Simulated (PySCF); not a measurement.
Indirect couplings

Geometry:
```json
{"atom": "O1", "x (Å)": "3.256", "y (Å)": "2.427", "z (Å)": "0.733"}
{"atom": "C2", "x (Å)": "3.546", "y (Å)": "1.404", "z (Å)": "0.388"}
{"atom": "C3", "x (Å)": "3.800", "y (Å)": "0.005", "z (Å)": "-0.112"}
{"atom": "F4", "x (Å)": "4.602", "y (Å)": "-0.618", "z (Å)": "0.763"}
{"atom": "C5", "x (Å)": "2.446", "y (Å)": "-0.472", "z (Å)": "-0.222"}
{"atom": "C6", "x (Å)": "1.300", "y (Å)": "-0.883", "z (Å)": "-0.307"}
{"atom": "C7", "x (Å)": "-0.066", "y (Å)": "-1.326", "z (Å)": "-0.406"}
{"atom": "C8", "x (Å)": "-1.061", "y (Å)": "-0.157", "z (Å)": "-0.476"}
{"atom": "C9", "x (Å)": "-2.561", "y (Å)": "-0.510", "z (Å)": "-0.465"}
{"atom": "C10", "x (Å)": "-2.790", "y (Å)": "0.737", "z (Å)": "0.411"}
{"atom": "C11", "x (Å)": "-1.291", "y (Å)": "0.719", "z (Å)": "0.769"}
{"atom": "H12", "x (Å)": "4.310", "y (Å)": "0.122", "z (Å)": "-1.093"}
{"atom": "H13", "x (Å)": "-0.164", "y (Å)": "-1.966", "z (Å)": "-1.301"}
{"atom": "H14", "x (Å)": "-0.288", "y (Å)": "-1.955", "z (Å)": "0.474"}
{"atom": "H15", "x (Å)": "-0.824", "y (Å)": "0.467", "z (Å)": "-1.353"}
{"atom": "H16", "x (Å)": "-2.749", "y (Å)": "-1.439", "z (Å)": "0.096"}
{"atom": "H17", "x (Å)": "-3.075", "y (Å)": "-0.577", "z (Å)": "-1.434"}
{"atom": "H18", "x (Å)": "-3.057", "y (Å)": "1.616", "z (Å)": "-0.193"}
{"atom": "H19", "x (Å)": "-3.509", "y (Å)": "0.650", "z (Å)": "1.237"}
{"atom": "H20", "x (Å)": "-0.760", "y (Å)": "1.681", "z (Å)": "0.832"}
{"atom": "H21", "x (Å)": "-1.107", "y (Å)": "0.154", "z (Å)": "1.697"}
```

Total charge +1.

Indirect spin–spin couplings were computed at B3LYP/pcJ-1 (spin–dipole term only in couplings to heteroatoms) (PySCF 2.14) on a PBE0-D3(BJ)/def2-SVP structure, for the isolated molecule, without vibrational or relativistic corrections. Couplings are averaged over pairs made equivalent by symmetry, fast rotation or ring inversion, so a value needn't be that of the named pair in this geometry, while other rotamers aren't included; one pair stands for each set, and the list holds a selection of those of at least 0.8 Hz over up to four bonds, among pairs with at least one F or H atom (others weren't computed). One-bond C–F couplings come out tens of Hz too large with common functionals.

Isotopes: 13C, 19F, 1H.

| pair | bonds | J (Hz) |
| --- | --- | --- |
| C3, F4 | 1 | -332.0 |
| C3, H12 | 1 | 195.3 |
| C7, H13 | 1 | 144.1 |
| C7, H14 | 1 | 144.6 |
| C8, H15 | 1 | ? |
| C9, H16 | 1 | ? |
| C9, H17 | 1 | 150.4 |
| C10, H18 | 1 | ? |
| C10, H19 | 1 | 151.6 |
| C11, H20 | 1 | 144.6 |
| C11, H21 | 1 | ? |
| C2, F4 | 2 | 37.6 |
| C8, H17 | 2 | -2.8 |
| C10, H16 | 2 | -4.5 |
| C10, H20 | 2 | -2.7 |
| C11, H18 | 2 | -4.0 |
| C11, H19 | 2 | -3.0 |
| C7, H16 | 3 | 7.6 |
| C8, H19 | 3 | 16.2 |
| C11, H16 | 3 | ? |
| H15, H17 | 3 | 8.7 |
| H15, H21 | 3 | ? |
| H16, H18 | 3 | ? |
| C7, H12 | 4 | ? |
| H16, H20 | 4 | -1.2 |
| H17, H21 | 4 | -1.2 |

Estimate the withheld couplings, with signs.

Results:


- 1J(C8,H15) = 142.7 Hz (bond length 1.102 Å, sp3 carbon)
- 1J(C9,H16) = 138.9 Hz (bond length 1.101 Å, sp3 carbon)
- 1J(C10,H18) = 142.4 Hz (bond length 1.100 Å, sp3 carbon)
- 1J(C11,H21) = 137.6 Hz (bond length 1.102 Å, sp3 carbon)
- 3J(C11,H16) = 1.1 Hz
- 3J(H15,H21) = 10.8 Hz (dihedral angle 156°)
- 3J(H16,H18) = 12.0 Hz (dihedral angle 154°)
- 4J(C7,H12) = -1.8 Hz
